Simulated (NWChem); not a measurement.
## Total energies of OPb

```
Pb
O 1 1.9646
```
Charge 0, spin multiplicity 1.

Program: NWChem. Structure: optimised with PBE/def2-SVP with def2 effective core potentials on Pb, a minimum by its harmonic frequencies.

Basis set: def2-SVP (40 functions).

```
method   total energy (Ha)
-------  -----------------
RHF             -266.56362
MP2             -266.88743
B2PLYP          -267.63726
PBE             -267.97055
B3LYP           -268.07116
BP86            -268.16811
CCSD(T)         -266.89480
```

Total energies of different functionals aren't comparable as a measure of quality: only differences taken within one method are. 

Effective core potentials replace the inner electrons of Pb; spin-orbit coupling is left out. The correlated methods keep 5 core orbitals frozen. B3LYP has NWChem's definition, with VWN1-RPA local correlation. The structure started from a generated list of species. No row is a measurement; the coupled-cluster row has its own basis-set and correlation limits.
